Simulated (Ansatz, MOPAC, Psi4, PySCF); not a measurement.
Species: CHS, net charge 0, doublet state. SMILES: [CH]=S
Geometry from a B3LYP-D3(BJ)/def2-TZVP (Ansatz, an electronic-structure program) optimisation:
```xyz
3

C     -1.0230     0.1620    -0.1822
S      0.5022    -0.0352     0.0604
H     -1.8970    -0.4082     0.1273
```
Charge 0, spin multiplicity 2.

Property: enthalpy of formation at 298 K, in kcal/mol. Terms: 6-31G* and kin with 6d, 5d where marked; 6-311+G** with 5d, 6d on Na to Ar in Ansatz; no dispersion term unless named; open shells spin-unrestricted; non-relativistic; spin-orbit terms left out. First-principles rows: single points at B3LYP-D3(BJ) geometries (Ansatz), with unscaled harmonic terms from B3LYP/6-31G* (Ansatz) at its own minima, enthalpies of formation by atomisation with measured atoms. Semi-empirical rows: MOPAC heats of formation at their own minima for 298 K. A UHF reference is markedly spin-contaminated in at least one set, which strains HF and MP2.

```
level             program  enthalpy of formation at 298 K (kcal/mol)
----------------  -------  -----------------------------------------
AM1                 MOPAC                                       43.7
HF/3-21G           Ansatz                                      183.2
HF/6-31G*          Ansatz                                      152.3
PBE/STO-3G         Ansatz                                       21.0
PBE/6-311+G**      Ansatz                                       61.1
BP86/6-31G* (5d)    PySCF                                       59.8
B3LYP/6-31G*       Ansatz                                       73.7
B3LYP/def2-SVP     Ansatz                                       70.1
M06-2X/6-311+G**    PySCF                                       75.0
wB97X-D/6-31G*       Psi4                                       74.0
B3LYP/def2-TZVPD   Ansatz                                       68.7
```

No value to compare with is used here. The 10 habitual levels span 21.0 (PBE/STO-3G) to 183.2 kcal/mol (HF/3-21G); B3LYP/def2-TZVPD gives 68.7.

The levels are drawn from those run, B3LYP/6-31G* more often than the rest, none by its result; left out are runs that failed, that the program found above a lower state of the same kind, or whose <S^2> lies over 0.5 above the pure value.
